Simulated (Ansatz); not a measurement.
`[F][Cd][SH]` + H₂O → `[OH][Cd][F]` + H₂S at 500 K and 1 bar (formal hydrolysis of a Cd–S bond).

Gas-phase electronic energies from Ansatz, PBE0-D4/def2-TZVP geometries. CCSD(T)/CBS adds triple-zeta CCSD(T) − MP2 to the extrapolated MP2 energy (def2 sets, frozen cores). This one scheme is used for every species. Elements past krypton have def2 core potentials. For Cd outer-core shells are correlated without core-valence functions, which leaves a few kJ/mol of doubt a bond. Each species was taken in one conformer, which may not be the lowest.

| species | CCSD(T)/CBS energy (Eh) | H − E (kJ/mol) | S (J/(mol·K)) |
| --- | --- | --- | --- |
| `[F][Cd][SH]` | -665.92675 | 56.2 | 339.1 |
| H₂O | -76.37941 | 73.2 | 206.3 |
| `[OH][Cd][F]` | -343.29729 | 64.5 | 320.6 |
| H₂S | -398.97279 | 57.0 | 224.0 |

H − E and S are ideal-gas, rigid-rotor, harmonic terms from PBE0-D4/def2-TZVP, for one conformer and one mirror image of each species. 1 Eh = 2625.50 kJ/mol, R = 8.31446 J/(mol·K).

**Question.** By hand: ΔE, ΔH, ΔS and ΔG.

**Answer.** ΔE = (-343.29729) + (-398.97279) − (-665.92675) − (-76.37941) = 0.03608 Eh = 94.7 kJ/mol. Δ(H − E) = 64.5 + 57.0 − 56.2 − 73.2 = -7.9, so ΔH = 86.8 kJ/mol. ΔS = 320.6 + 224.0 − 339.1 − 206.3 = -0.8 J/(mol·K). ΔG = 86.8 − 500 × (-0.8)/1000 = 87.2 kJ/mol.

**Question.** By hand: the equilibrium constant, and the temperature at which ΔG would vanish if ΔH and ΔS stayed fixed.

**Answer.** log₁₀ K = −ΔG/(RT ln 10) = -9.1. ΔH and −TΔS have one sign here, so there is no such temperature.

The number of gas molecules stays the same, so ΔS is small and ΔH decides. A doubt of 5 kJ/mol in ΔE shifts log₁₀ K by 0.5 here. Other conformers and mirror images would add mixing entropy, several J/(mol·K) or more a flexible species. These are equilibria of isolated gas molecules and say nothing of rates. Largest T1 diagnostic: 0.017 (customary marks: 0.02 for closed shells, 0.045 for open ones).

ΔS is within the doubt of such terms, so its sign, and with it that verdict, could turn.
